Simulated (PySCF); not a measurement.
C₆H₇O₂ (doublet state).
Atom-mapped SMILES: `[O:1]=[C:2]([OH:3])[C:4]12[CH2:5][C:6]([CH2:7]1)[CH2:8]2` (hydrogens: H9 on O3; H10, H11 on C5; H12, H13 on C7; H14, H15 on C8)

Geometry (GFN2-xTB, Å), atoms numbered from 1 in this order:
```
atom  x, y, z in Å
O1     1.749   -1.563    0.901
C2     1.429   -0.516    0.411
O3     2.296    0.458    0.117
C4     0.028   -0.123    0.053
C5    -0.716    1.097    0.634
C6    -1.616    0.379   -0.381
C7    -1.232   -0.980    0.227
C8    -0.437    0.283   -1.360
H9     3.200    0.193    0.355
H10   -0.996    1.036    1.681
H11   -0.333    2.075    0.363
H12   -1.320   -1.855   -0.407
H13   -1.551   -1.181    1.244
H14   -0.468   -0.506   -2.104
H15   -0.038    1.211   -1.757
```

The hyperfine couplings belong to this conformer and change with its torsions.

Computed, not measured: UKS B3LYP, pcH-1 on C H O, non-relativistic, mean-field spin-orbit, GIAO in PySCF 2.14.0. The structure is a single GFN2-xTB conformer in the gas phase; no vibrational or solvent corrections. Couplings are sensitive to structure, and on GFN2-xTB geometries they can be far from those on DFT ones. The SCF solution wasn't tested for stability.

Q: Predict the first-order ENDOR lines of H9 and H10 (×6) under fast tumbling at B = 332.7 mT (X band).

A: ν± = |νn ± a/2|, one line for each electron-spin manifold; νn = |g_N| × 7.62259 MHz/T × B.

| nuclei | isotope | g_N | νn (MHz) | a_iso (MHz) | lower line (MHz) | upper line (MHz) |
| --- | --- | --- | --- | --- | --- | --- |
| H9 | 1H | 5.5857 | 14.17 | 4.17 | 12.08 | 16.25 |
| H10 (×6) | 1H | 5.5857 | 14.17 | -2.60 | 12.87 | 15.46 |

Q: Which pairs are centred on the nuclear Larmor frequency, and which on half the coupling?

A: Centred on νn, since |a| < 2νn: H9 and H10 (×6). No pair has |a| > 2νn.

Nuclei that the bonding pattern makes equivalent are averaged, as if the motion that swaps them (rotation, inversion, ring flip) were fast.
